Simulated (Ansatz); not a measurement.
Harmonic vibrations of Ge(SMe)H3 (CH6GeS) by finite differences.

```yaml
crystal:
  periodic: [false, false, false]
  atoms:
    - {symbol: Ge, position_ang: [-0.381158, 0.848200, -1.233615]}
    - {symbol: S, position_ang: [-0.461943, 0.795446, 1.001882]}
    - {symbol: C, position_ang: [0.363659, -0.817977, 1.294103]}
    - {symbol: H, position_ang: [-0.201073, -1.655571, 0.838622]}
    - {symbol: H, position_ang: [0.385936, -0.962122, 2.391316]}
    - {symbol: H, position_ang: [1.405300, -0.821229, 0.916102]}
    - {symbol: H, position_ang: [1.093382, 0.837614, -1.727765]}
    - {symbol: H, position_ang: [-1.086100, 2.160700, -1.651674]}
    - {symbol: H, position_ang: [-1.118002, -0.385062, -1.828981]}
basis:
  gaussian: {orbitals: def2-SVP}
hamiltonian: {xc: pbe, dispersion: d4}
scf: {omitted_lower_state_checks: [starts]}
phonons: {temperatures: {t_min: 298.15, t_max: 900, t_step: 200}}
```

```sh
$ ansatz run in.yaml --threads 2 --pin off --events-out ev --progress --plain --max-ram 4352MiB
```

It prints (some lines left out):

```
Functional definition: PBE
mean field -68462.33555746 eV, -2515.9444262990 hartree, gradient 3.4e-5 eV, S^2 0.000000; 0 other end points of the search recorded, 0 dependent functions left out
mean field -68462.33548055 eV, -2515.9444234724 hartree, gradient 2.6e-6 eV, S^2 0.000000; 0 other end points of the search recorded, 0 dependent functions left out
mean field -68462.33547976 eV, -2515.9444234434 hartree, gradient 2.7e-6 eV, S^2 0.000000; 0 other end points of the search recorded, 0 dependent functions left out
mean field -68462.33548052 eV, -2515.9444234713 hartree, gradient 1.6e-6 eV, S^2 0.000000; 0 other end points of the search recorded, 0 dependent functions left out
mean field -68462.33547181 eV, -2515.9444231514 hartree, gradient 2.5e-6 eV, S^2 0.000000; 0 other end points of the search recorded, 0 dependent functions left out
mean field -68462.33541813 eV, -2515.9444211786 hartree, gradient 9.0e-7 eV, S^2 0.000000; 0 other end points of the search recorded, 0 dependent functions left out
mean field -68462.33556712 eV, -2515.9444266539 hartree, gradient 1.2e-6 eV, S^2 0.000000; 0 other end points of the search recorded, 0 dependent functions left out
mean field -68462.33553430 eV, -2515.9444254478 hartree, gradient 9.5e-7 eV, S^2 0.000000; 0 other end points of the search recorded, 0 dependent functions left out
mean field -68462.33554025 eV, -2515.9444256665 hartree, gradient 1.2e-6 eV, S^2 0.000000; 0 other end points of the search recorded, 0 dependent functions left out
mean field -68462.33550292 eV, -2515.9444242946 hartree, gradient 1.1e-6 eV, S^2 0.000000; 0 other end points of the search recorded, 0 dependent functions left out
mean field -68462.33551202 eV, -2515.9444246290 hartree, gradient 7.5e-7 eV, S^2 0.000000; 0 other end points of the search recorded, 0 dependent functions left out
mean field -68462.33556344 eV, -2515.9444265185 hartree, gradient 9.0e-7 eV, S^2 0.000000; 0 other end points of the search recorded, 0 dependent functions left out
mean field -68462.33544882 eV, -2515.9444223065 hartree, gradient 1.4e-6 eV, S^2 0.000000; 0 other end points of the search recorded, 0 dependent functions left out
mean field -68462.33540974 eV, -2515.9444208702 hartree, gradient 2.2e-6 eV, S^2 0.000000; 0 other end points of the search recorded, 0 dependent functions left out
mean field -68462.33541067 eV, -2515.9444209044 hartree, gradient 2.1e-6 eV, S^2 0.000000; 0 other end points of the search recorded, 0 dependent functions left out
mean field -68462.33544599 eV, -2515.9444222024 hartree, gradient 2.4e-6 eV, S^2 0.000000; 0 other end points of the search recorded, 0 dependent functions left out
mean field -68462.33544238 eV, -2515.9444220696 hartree, gradient 2.2e-6 eV, S^2 0.000000; 0 other end points of the search recorded, 0 dependent functions left out
mean field -68462.33541499 eV, -2515.9444210632 hartree, gradient 1.3e-6 eV, S^2 0.000000; 0 other end points of the search recorded, 0 dependent functions left out
mean field -68462.33538301 eV, -2515.9444198881 hartree, gradient 1.4e-6 eV, S^2 0.000000; 0 other end points of the search recorded, 0 dependent functions left out
mean field -68462.33552239 eV, -2515.9444250102 hartree, gradient 9.7e-7 eV, S^2 0.000000; 0 other end points of the search recorded, 0 dependent functions left out
mean field -68462.33551865 eV, -2515.9444248727 hartree, gradient 1.0e-6 eV, S^2 0.000000; 0 other end points of the search recorded, 0 dependent functions left out
mean field -68462.33549251 eV, -2515.9444239121 hartree, gradient 9.6e-7 eV, S^2 0.000000; 0 other end points of the search recorded, 0 dependent functions left out
mean field -68462.33550176 eV, -2515.9444242518 hartree, gradient 1.1e-6 eV, S^2 0.000000; 0 other end points of the search recorded, 0 dependent functions left out
mean field -68462.33554247 eV, -2515.9444257482 hartree, gradient 1.0e-6 eV, S^2 0.000000; 0 other end points of the search recorded, 0 dependent functions left out
mean field -68462.33551715 eV, -2515.9444248175 hartree, gradient 1.1e-6 eV, S^2 0.000000; 0 other end points of the search recorded, 0 dependent functions left out
mean field -68462.33555463 eV, -2515.9444261947 hartree, gradient 1.0e-6 eV, S^2 0.000000; 0 other end points of the search recorded, 0 dependent functions left out
mean field -68462.33553558 eV, -2515.9444254948 hartree, gradient 1.0e-6 eV, S^2 0.000000; 0 other end points of the search recorded, 0 dependent functions left out
mean field -68462.33552312 eV, -2515.9444250368 hartree, gradient 1.1e-6 eV, S^2 0.000000; 0 other end points of the search recorded, 0 dependent functions left out
mean field -68462.33556325 eV, -2515.9444265116 hartree, gradient 1.1e-6 eV, S^2 0.000000; 0 other end points of the search recorded, 0 dependent functions left out
mean field -68462.33546439 eV, -2515.9444228786 hartree, gradient 1.1e-6 eV, S^2 0.000000; 0 other end points of the search recorded, 0 dependent functions left out
mean field -68462.33545165 eV, -2515.9444224103 hartree, gradient 8.2e-7 eV, S^2 0.000000; 0 other end points of the search recorded, 0 dependent functions left out
mean field -68462.33547219 eV, -2515.9444231654 hartree, gradient 8.2e-7 eV, S^2 0.000000; 0 other end points of the search recorded, 0 dependent functions left out
mean field -68462.33546555 eV, -2515.9444229214 hartree, gradient 9.3e-7 eV, S^2 0.000000; 0 other end points of the search recorded, 0 dependent functions left out
mean field -68462.33554473 eV, -2515.9444258312 hartree, gradient 1.2e-6 eV, S^2 0.000000; 0 other end points of the search recorded, 0 dependent functions left out
mean field -68462.33554345 eV, -2515.9444257839 hartree, gradient 1.3e-6 eV, S^2 0.000000; 0 other end points of the search recorded, 0 dependent functions left out
mean field -68462.33554808 eV, -2515.9444259542 hartree, gradient 1.0e-6 eV, S^2 0.000000; 0 other end points of the search recorded, 0 dependent functions left out
mean field -68462.33552091 eV, -2515.9444249558 hartree, gradient 1.0e-6 eV, S^2 0.000000; 0 other end points of the search recorded, 0 dependent functions left out
mean field -68462.33551036 eV, -2515.9444245680 hartree, gradient 7.5e-7 eV, S^2 0.000000; 0 other end points of the search recorded, 0 dependent functions left out
mean field -68462.33551572 eV, -2515.9444247651 hartree, gradient 1.3e-6 eV, S^2 0.000000; 0 other end points of the search recorded, 0 dependent functions left out
mean field -68462.33555638 eV, -2515.9444262591 hartree, gradient 1.2e-6 eV, S^2 0.000000; 0 other end points of the search recorded, 0 dependent functions left out
mean field -68462.33554864 eV, -2515.9444259748 hartree, gradient 1.6e-6 eV, S^2 0.000000; 0 other end points of the search recorded, 0 dependent functions left out
mean field -68462.33554048 eV, -2515.9444256749 hartree, gradient 7.3e-7 eV, S^2 0.000000; 0 other end points of the search recorded, 0 dependent functions left out
mean field -68462.33555603 eV, -2515.9444262462 hartree, gradient 5.6e-7 eV, S^2 0.000000; 0 other end points of the search recorded, 0 dependent functions left out
mean field -68462.33554084 eV, -2515.9444256881 hartree, gradient 7.1e-7 eV, S^2 0.000000; 0 other end points of the search recorded, 0 dependent functions left out
mean field -68462.33554520 eV, -2515.9444258483 hartree, gradient 5.6e-7 eV, S^2 0.000000; 0 other end points of the search recorded, 0 dependent functions left out
mean field -68462.33552997 eV, -2515.9444252885 hartree, gradient 7.4e-7 eV, S^2 0.000000; 0 other end points of the search recorded, 0 dependent functions left out
mean field -68462.33550906 eV, -2515.9444245204 hartree, gradient 1.2e-6 eV, S^2 0.000000; 0 other end points of the search recorded, 0 dependent functions left out
mean field -68462.33553693 eV, -2515.9444255444 hartree, gradient 1.9e-6 eV, S^2 0.000000; 0 other end points of the search recorded, 0 dependent functions left out
mean field -68462.33556166 eV, -2515.9444264533 hartree, gradient 2.0e-6 eV, S^2 0.000000; 0 other end points of the search recorded, 0 dependent functions left out
mean field -68462.33553547 eV, -2515.9444254909 hartree, gradient 2.4e-6 eV, S^2 0.000000; 0 other end points of the search recorded, 0 dependent functions left out
mean field -68462.33554920 eV, -2515.9444259954 hartree, gradient 2.0e-6 eV, S^2 0.000000; 0 other end points of the search recorded, 0 dependent functions left out
mean field -68462.33553325 eV, -2515.9444254092 hartree, gradient 1.0e-6 eV, S^2 0.000000; 0 other end points of the search recorded, 0 dependent functions left out
mean field -68462.33551698 eV, -2515.9444248113 hartree, gradient 8.5e-7 eV, S^2 0.000000; 0 other end points of the search recorded, 0 dependent functions left out
mean field -68462.33553499 eV, -2515.9444254731 hartree, gradient 7.5e-7 eV, S^2 0.000000; 0 other end points of the search recorded, 0 dependent functions left out
mean field -68462.33555770 eV, -2515.9444263076 hartree, gradient 5.7e-7 eV, S^2 0.000000; 0 other end points of the search recorded, 0 dependent functions left out
Total energy: -68462.51025911 eV, -2515.9508464663 hartree
Atom 0 at    -0.381158     0.848200    -1.233615 Å, force     0.003450    -0.005852    -0.014575 eV/Å
Atom 1 at    -0.461943     0.795446     1.001882 Å, force     0.001151    -0.005308     0.011474 eV/Å
Atom 2 at     0.363659    -0.817977     1.294103 Å, force    -0.004249     0.009664    -0.002174 eV/Å
Atom 3 at    -0.201073    -1.655571     0.838622 Å, force     0.000166     0.000668     0.001742 eV/Å
Atom 4 at     0.385936    -0.962122     2.391316 Å, force     0.003309    -0.006867     0.000124 eV/Å
Atom 5 at     1.405300    -0.821229     0.916102 Å, force    -0.000268     0.002285     0.002059 eV/Å
Atom 6 at     1.093382     0.837614    -1.727765 Å, force    -0.003186    -0.000305     0.002233 eV/Å
Atom 7 at    -1.086100     2.160700    -1.651674 Å, force     0.000160     0.001971    -0.001963 eV/Å
Atom 8 at    -1.118002    -0.385062    -1.828981 Å, force    -0.000534     0.003744     0.001080 eV/Å
Dipole moment:     0.127214    -0.235104    -0.102432 e Å
Vibrations: 101.10 141.74 159.44 392.12 543.54 544.32 694.11 797.23 827.51 859.03 928.77 943.88 1283.69 1395.97 1404.67 2057.20 2060.64 2108.25 2973.32 3075.05 3090.12 cm⁻¹, zero-point energy 1.635456 eV
Checks for a lower state left out: starts
```

Hardware: 2 threads of AMD EPYC 9R45 on a shared host. Wall time 20 s.
